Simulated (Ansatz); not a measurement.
H$_{8}$N$_{2}$O$_{3}$Si$_{2}$, SMILES `N[Si@H](O)O[Si@@H](N)O`, charge 0, multiplicity 1.

**Question.** Give a relaxed structure at PBE0-D4/def2-TZVP (Ansatz). (Best estimate.)

**Answer.** The calculation gave: 
Cartesian coordinates in Å:
```
N -2.495 1.210 -0.197
Si -1.023 0.549 -0.742
O 0.020 1.752 -1.164
O -0.465 -0.335 0.507
Si 0.940 -0.971 1.053
N 2.148 -0.422 -0.016
O 0.929 -2.606 1.098
H -3.130 1.677 -0.823
H -2.980 0.765 0.565
H -1.094 -0.284 -1.962
H -0.045 2.545 -0.627
H 1.075 -0.595 2.475
H 3.114 -0.685 0.086
H 2.036 0.454 -0.503
H 0.970 -3.052 0.250
```
This is one stationary point; other conformers may exist.
